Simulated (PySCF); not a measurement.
All values below come from PySCF with PBE-D3(BJ)/def2-TZVP // r2SCAN-D4/def2-TZVP. All species are isolated molecules in the gas phase. Excitations are Tamm–Dancoff values on a coarser integration grid. The basis has no diffuse functions, so Rydberg states are missing or too high.

Reference species (SMILES): `NB(I)I` (neutral, multiplicity 1).

```yaml
LUMO: -1.51 eV
S1 excitation (TDA): 4.71 eV
```

Changed species: `IB(N)N` (1 of 3 NH2 replaced by I; the reference has 2 of 3 NH2 replaced by I).

Problem. Predict the effect on the LUMO and S1 excitation (TDA).

Solution. the LUMO goes up by 1.23 eV, to -0.28 eV; the S1 excitation (TDA) rises by 1.04 eV, to 5.75 eV.
